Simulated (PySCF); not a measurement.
**Steps of a relaxation of Sm(SH)3**

Sm(SH)3 (singlet in the valence; each metal's 4f electrons, 5 of them, lie in its core potential, out of spins and levels; a saddle point, relaxed within its symmetry). PySCF 2.14.0, RKS PBE0, Sm lcecp-1-SVP with ECP51, S def2-SVP, H def2-SVP; non-relativistic Hamiltonian with scalar-relativistic core potentials where named; density fitting; no spin-orbit coupling. Origin of the start: template. Columns: position (Å) and force (eV/Å). Energies are counted from the last step; some of the 15 steps are shown. Forces carry noise of the integration grid, about 0.01 to 0.03 eV/Å.

Run from Python with OMP_NUM_THREADS=2. Where DIIS fails, smearing, a level shift and second-order steps follow.
It took 60 s on 2 threads of Arm Neoverse V2, with other jobs on the host, from the converged density of the start.

```xyz
7
step 0  E = 0.388 eV
Sm    0.0000    0.0000   -0.0157     0.01    0.00   -0.05
S     2.7526    0.0000   -0.0157    -0.88    0.00   -0.27
H     3.0826    0.0000    1.2843    -0.02    0.00    0.28
S    -1.3763    2.3838   -0.0157     0.44   -0.76   -0.27
H    -1.5413    2.6696    1.2843     0.01   -0.01    0.28
S    -1.3763   -2.3838   -0.0157     0.44    0.76   -0.27
H    -1.5413   -2.6696    1.2843     0.01    0.01    0.28
```

```xyz
7
step 5  E = 0.074 eV
Sm    0.0000    0.0000   -0.6064     0.01    0.00    0.10
S     2.5459    0.0000    0.0590     0.01    0.00    0.01
H     2.6421    0.0000    1.4066    -0.11    0.00   -0.04
S    -1.2730    2.2048    0.0590    -0.01    0.00    0.01
H    -1.3211    2.2881    1.4066     0.05   -0.09   -0.04
S    -1.2729   -2.2048    0.0590    -0.01    0.00    0.01
H    -1.3211   -2.2882    1.4066     0.05    0.09   -0.04
```

```xyz
7
step 9  E = 0.015 eV
Sm    0.0000    0.0000   -0.7872     0.00    0.00   -0.02
S     2.4607    0.0000    0.0908     0.12    0.00    0.21
H     2.2635    0.0000    1.4351    -0.02    0.00   -0.21
S    -1.2303    2.1310    0.0908    -0.06    0.10    0.22
H    -1.1317    1.9602    1.4351     0.01   -0.02   -0.21
S    -1.2303   -2.1310    0.0908    -0.06   -0.10    0.22
H    -1.1317   -1.9602    1.4351     0.01    0.02   -0.21
```

Problem. Where does the relaxation end?

Solution. It converges at step 14 in C3v:
```xyz
7
step 14  E = 0
Sm    0.0000    0.0000   -0.8049
S     2.4598    0.0000    0.1113
H     2.1193    0.0000    1.4204
S    -1.2299    2.1303    0.1113
H    -1.0597    1.8354    1.4204
S    -1.2299   -2.1303    0.1113
H    -1.0596   -1.8354    1.4204
```

Problem. How did the contacts change?

Solution. 
| contact | start (Å) | end (Å) |
| --- | --- | --- |
| Sm1–S2 (SH) | 2.753 | 2.625 |
| Sm1–S4 (SH) | 2.753 | 2.625 |
| Sm1–S6 (SH) | 2.753 | 2.625 |


An lcecp potential fixes the number of 4f electrons, so in runs with it no electron can move into or out of that shell.
